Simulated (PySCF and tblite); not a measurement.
Values are calculated unless marked as measured or tabulated.
C₇H₈O, numbered as in [O:1]=[CH:2][C:3]1=[CH:4][CH:5]=[CH:6][CH2:7][CH2:8]1.

Level: PBE0-D3(BJ)/pcSseg-1//GFN2-xTB, thermal terms from GFN2-xTB, symmetry numbers and mirror pairs counted. Conformers within 3 kcal/mol (GFN2-xTB free energy) were kept, 10 at most. Couplings: B3LYP/6-31G* with pcJ-1 on H (gas phase; spin-dipole term only for pairs with B, N, F, Si or P). Couplings are for ¹H; a prime marks the second kind of pair between the same two sets of atoms. H–H couplings come out 0.1 to 0.9 Hz lower than with pcJ-1 on all atoms. Run with PySCF (density fitting) and tblite.

Torsions listed: O1–C2–C3–C8. The 6-ring runs over atoms 3–4–5–6–7–8. Of a mirror pair one member is shown.

```tsv
conformer	shape	weight %
1	6-ring half-chair (ring torsions 15, 1, -31, 44, -33, 3°); -3°	99.3
2	6-ring half-chair (ring torsions 15, 1, -31, 45, -33, 3°); 178°	0.7
```

Q: Give the couplings in each conformer and the averages at 298.15 K (pairs that fast motion interchanges averaged).

A: 
| coupling | pairs | 1 | 2 | average (Hz) |
| --- | --- | --- | --- | --- |
| ³J(H4,H5) | 1 | 6.8 | 7.0 | 6.8 |
| ³J(H5,H6) | 1 | 10.8 | 10.8 | 10.8 |
| ³J(H6,H7) | 2 | 5.7 | 5.8 | 5.7 |
| ²J(H7,H7) | 1 | -19.6 | -19.2 | -19.6 |
| ³J(H7,H8) | 2 | 12.7 | 13.4 | 12.7 |
| ³J(H7,H8′) | 2 | 10.3 | 10.1 | 10.3 |
| ²J(H8,H8) | 1 | -18.2 | -17.4 | -18.2 |
